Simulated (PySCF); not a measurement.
Gas-phase reaction: 2 InF3 + O ⇌ In2O + 3 F2

Method: PySCF energies plus ideal-gas RRHO corrections (1 bar). † marks an energy on the PBE0/def2-TZVP geometry and frequencies; other levels use their own. MP2 freezes the core. Open shells (unrestricted): O (multiplicity 3); the rest are closed-shell singlets. Spin-orbit splitting is ignored; it lowers the true energy and changes the entropy of O. In: scalar-relativistic def2 core potential, no spin-orbit coupling. MP2 isn't extrapolated to the basis-set limit.

```
level            ΔH°(298 K), kJ
---------------  --------------
MP2/def2-TZVPP†               ?
PBE/def2-SVP                977
PBE/def2-TZVP†                ?
PBE0/def2-QZVP†            1184
PBE0/def2-SVP†             1099
```

Task: Complete the blanks.

Result: 
- MP2/def2-TZVPP†, ΔH°(298 K), kJ: 1211
- PBE/def2-TZVP†, ΔH°(298 K), kJ: 1046
